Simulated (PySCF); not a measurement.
Structure problem from calculated spectra and properties.

Elements present: C, H, N, O and Si. Monoisotopic mass: 147.0172 u.

* UV, first state: lowest singlet excitation: 4.86 eV (255 nm, f = 0.003) [TDDFT CAM-B3LYP/def2-SVPD]
* Rotational structure: rotational constants A, B, C: 3.122, 0.686, 0.571 GHz [GFN2-xTB]
* UV, strongest line: among the 8 lowest singlet transitions: S2 at 5.67 eV (219 nm, f = 0.349) [TDDFT CAM-B3LYP/def2-SVPD]
* 13C NMR: chemical shifts (computed TMS as zero) by class: 167.5 (1 C), 160.2 (1 C), 114.6 (1 C) ppm [GIAO PBE0/pcSseg-1]
* Dipole: 1.94 D [CAM-B3LYP/def2-SVPD]
* 1H NMR: chemical shifts (computed TMS as zero) by class: 10.30 (1 H), 7.90 (1 H), 5.53 (1 H), 5.34 (2 H), 5.25 (3 H), 5.09 (1 H) ppm [GIAO PBE0/pcSseg-1]

Gas-phase values; electronic properties from PySCF, density fitting. Levels stand in brackets. The structure is a single GFN2-xTB conformer in the gas phase; no vibrational or solvent corrections. GFN2-xTB frequencies show an imaginary mode (23i cm⁻¹), so this geometry is no minimum at that level. NMR classes are plain means over equivalent atoms (diastereotopic ones count apart unless rotation or inversion swaps them), as if these changed places fast.

Task: Which formula fits the mass and the elements?

Result: C3H9NO2Si2 (calculated 147.0172). No other formula that holds each of these elements comes within 0.0003 u with a fitting electron parity and a possible valence count.

Task: What is the compound? Reason from the data.

Result: Numbering: `[H]/[N:4]=[CH:3]\[C:2](=[CH2:1])[O:5][SiH2:6][O:7][SiH3:8]`. Its formula, C3H9NO2Si2, gives 2 degrees of unsaturation: 0 rings and 2 π bonds in the structure found. 3 carbons fall into 3 classes; from least to most shielded: imine carbon [C3] (167.5 ppm), vinylic carbon bearing oxygen [C2] (160.2 ppm), terminal =CH2 carbon [C1] (114.6 ppm). Hydrogen classes from least to most shielded: 1 H on an imine nitrogen, N4 (10.30 ppm), 1 H on an imine carbon, C3 (7.90 ppm), 1 H on a terminal =CH2 carbon, C1 (5.53 ppm), 2 H on an oxygen-bound silicon, Si6 (5.34 ppm), 3 H on an oxygen-bound silicon, Si8 (5.25 ppm), 1 H on a terminal =CH2 carbon, C1 (5.09 ppm). S1 is mainly HOMO−1→LUMO (weight 0.94); the largest Löwdin shares of the orbital it empties are 0.58 on the imine nitrogen, 0.15 on the imine carbon, 0.07 on the N–H hydrogen and 0.07 on the vinylic carbon bearing oxygen, of the orbital it fills 0.25 on the imine nitrogen, 0.23 on the terminal =CH2 carbon, 0.21 on the imine carbon and 0.16 on the vinylic carbon bearing oxygen. By its constants the optimised geometry is an asymmetric top. Structure: `[H]/N=C\C(=C)O[SiH2]O[SiH3]`. Computed isomers that give other values at the same levels: `NC[C@@H]1[SiH2]O[SiH2]C1=O` (13C chemical shifts (computed TMS as zero) by class: 253.6 (1 C), 56.2 (1 C), 41.5 (1 C) ppm); `C/C(C=O)=N/[SiH2]O[SiH3]` (13C chemical shifts (computed TMS as zero) by class: 193.8 (1 C), 181.3 (1 C), 27.2 (1 C) ppm); `NC(=O)[Si@H]1CC[SiH2]O1` (13C chemical shifts (computed TMS as zero) by class: 182.6 (1 C), 10.6 (1 C), 9.0 (1 C) ppm). The assignments are read from this structure; whether some other isomer fits the data as well wasn't checked.

The values belong to the conformer `[H]/[N:4]=[CH:3]\[C:2](=[CH2:1])[O:5][SiH2:6][O:7][SiH3:8]`: C1–C2–C3–N4 -176°, C1–C2–O5–Si6 -172°, C2–O5–Si6–O7 170°, O5–Si6–O7–Si8 22°.
